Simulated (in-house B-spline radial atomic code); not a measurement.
# Ne: [He] 2s2 2p6

All numbers are computed (non-relativistic Hartree-Fock, spin-polarised, averaged over the determinants with the given up and down occupations; point nucleus) with a B-spline radial code for spherical atoms, not measured.

Screening seen three ways: the hydrogenic charge with the same mean radius, Z_r = [3n² - l(l+1)]/(2<r>), the one with the same energy, Z_e = n√(-2ε), and Slater's rules. Values are occupation-weighted means over spin.

```csv
shell,electrons,ε (eV),<r> (bohr),Z_r,Z_e,Slater
1s,2,-891.78,0.1576,9.52,8.10,9.70
2s,2,-52.529,0.8921,6.73,3.93,5.85
2p,6,-23.141,0.9653,5.18,2.61,5.85
```

The least bound orbital is 2p at -23.14 eV, and it is also the most diffuse (<r> = 0.9653 bohr).

The density falls to 0.001 bohr⁻³ at 2.886 bohr; Σ<r²> = 9.3718 bohr² gives, by the non-relativistic formula and without the paramagnetism of open shells, a Langevin diamagnetic susceptibility of -7.422×10⁻⁶ cm³/mol.
